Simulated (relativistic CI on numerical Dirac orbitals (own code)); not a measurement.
Calculated at this level of theory: Dirac-Coulomb-Breit CI, KLI orbitals optimised for each configuration, model QED (radiative potential, 1s self-energy scaled to tabulated hydrogen-like ionisation energies), valence Slater integrals scaled by 0.85, P86 correlation energy added to each configuration (own radial code, finite nucleus).

CI space (outside the closed core [Kr]): 4d10, 4d9 5s, 4d9 4f, 4d9 5p, 4d9 5d, 4d9 6s, 4d8 5s2, 4d9 6p, 4d8 4f2, 4d9 6d, 4d9 7s, 4d8 5s 5p, 4d9 7p, 4d9 5f, 4d9 5g, 4d9 7d, 4d9 6f, 4d8 5p2, 4d8 5s 5d, 4d8 4f 5s. Levels of other configurations are missing.

Correlation outside the listed configurations is missing or only estimated: errors of thousands of cm⁻¹ between configurations and terms are usual at this charge. Rates and lifetimes follow the computed energies and can be off by large factors. The fine structure of a lone outer electron comes out too small, for d and f at times inverted, and misplaced configurations move strength between like terms. 46 of the 69 excited levels that our extract of the measured tables holds in this range could be paired (the sources list more); they are missed by 4955 cm⁻¹ on average and 12000 at most, and levels without a partner can miss by more.

Outline of the computed level scheme of In IV. Lowest level of each configuration: 4d10 1S_0 at 0.0000 eV; 4d9 5s 3D_3 at 16.8474 eV; 4d9 5p 3P°_2 at 24.7325 eV; 4d9 5d 3S_1 at 35.7041 eV; 4d8 5s2 3F_4 at 35.7364 eV; 4d9 6s 3D_3 at 37.2351 eV.

Some strong electric-dipole decays among the lowest 45 levels: 4d9 5p 1P°_1 → 4d10 1S_0 (8.6e+09 s⁻¹); 4d9 5d 3G_5 → 4d9 5p 3F°_4 (3.4e+09 s⁻¹); 4d9 5d 3G_4 → 4d9 5p 3F°_3 (3.3e+09 s⁻¹); 4d9 5d 3G_4 → 4d9 5p 3F°_3 (3.2e+09 s⁻¹); 4d9 5d 3S_1 → 4d9 5p 3P°_2 (3.0e+09 s⁻¹); 4d9 5d 3P_2 → 4d9 5p 3P°_2 (2.4e+09 s⁻¹); 4d9 5d 3F_3 → 4d9 5p 3D°_2 (2.2e+09 s⁻¹); 4d9 5d 3F_4 → 4d9 5p 3D°_3 (2.0e+09 s⁻¹).

Rates of lines that live on the mixing of spin multiplicities can be off by large factors.

LS names give the leading component of a level, which can be under half, so a name can repeat, a term be missing and a line seem to break the LS rules.
